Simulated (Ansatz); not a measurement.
Relaxation of F₃GeH₃N (8 atoms, charge 0, multiplicity 2), to a largest force component of 0.03 eV/Å in at most 50 steps.

Computed with Ansatz, UKS PBE-D4/def2-SVP.

```xyz
8
Properties=species:S:1:pos:R:3
Ge -0.310 0.531 0.344
H 1.082 -0.448 2.503
F 1.412 0.158 0.144
F -0.714 1.177 -1.267
F -1.095 -1.060 0.292
N 0.108 -0.083 2.566
H -0.533 -0.871 2.742
H 0.051 0.597 3.337
```

Where does it end, and by what steps?

It converged. After 4 steps the energy has fallen by 0.007 eV; H2 moved furthest, 0.09 Å.

```tsv
step	energy less start (eV)	largest force component (eV/Å)	accepted
0	0.0000	0.495	yes
1	-0.0044	0.202	yes
2	-0.0062	0.074	yes
3	-0.0024	0.330	no
4	-0.0067	0.014	yes
```

```xyz
8
Properties=species:S:1:pos:R:3
Ge -0.305 0.535 0.344
H 1.102 -0.363 2.506
F 1.404 0.092 0.143
F -0.692 1.184 -1.271
F -1.146 -1.026 0.308
N 0.116 -0.081 2.572
H -0.468 -0.916 2.709
H -0.010 0.575 3.352
```

Whether the end is a true minimum wasn't checked by a vibrational analysis.

Run time: 10 s on 4 threads of Arm Neoverse V1, on a shared host, peak memory 0.18 GiB.
